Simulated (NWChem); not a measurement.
Species: C2H5BClF; SMILES CCB(F)Cl

```xyz
10

B      0.1929     0.1536     0.0000
F      1.5105    -0.0449     0.0000
Cl    -0.3496     1.8428     0.0000
C     -0.8246    -1.0399     0.0000
C     -0.2096    -2.4438     0.0000
H     -1.5003    -0.8926    -0.8738
H     -1.5003    -0.8926     0.8738
H      0.4300    -2.6070     0.8909
H      0.4300    -2.6070    -0.8909
H     -0.9879    -3.2329     0.0000
```
Atoms are numbered in this order, from 1.

Level: PBE-D3(BJ)/def2-SVP (NWChem), optimised geometry, unscaled harmonic frequencies. 

Task: List the harmonic frequencies with IR intensities, and the thermochemistry.

Result: 
| frequency (cm⁻¹) | IR intensity (km/mol) |
|---|---|
| 35 | 0.5 |
| 174 | 0.4 |
| 197 | 0.3 |
| 312 | 5.7 |
| 403 | 0.4 |
| 408 | 0.8 |
| 653 | 13.0 |
| 712 | 23.9 |
| 951 | 9.7 |
| 955 | 1.3 |
| 965 | 167.4 |
| 1065 | 81.3 |
| 1201 | 0.6 |
| 1263 | 121.4 |
| 1322 | 162.8 |
| 1354 | 17.9 |
| 1363 | 2.9 |
| 1428 | 23.7 |
| 1428 | 6.3 |
| 2963 | 15.6 |
| 2978 | 27.0 |
| 2996 | 1.9 |
| 3064 | 17.1 |
| 3066 | 16.2 |

```yaml
zero_point_energy: 44.7 kcal/mol
thermal correction to the enthalpy at 298.15 K (with zero-point energy): 49.2 kcal/mol
heat capacity Cv: 20.5 cal/(mol K)
entropy at 298.15 K and 1 atm (symmetry number 1): 80.9 cal/(mol K)
dipole_moment: 1.48 D
```

Rigid rotor and harmonic oscillator; modes under 100 cm⁻¹ make the entropy uncertain.
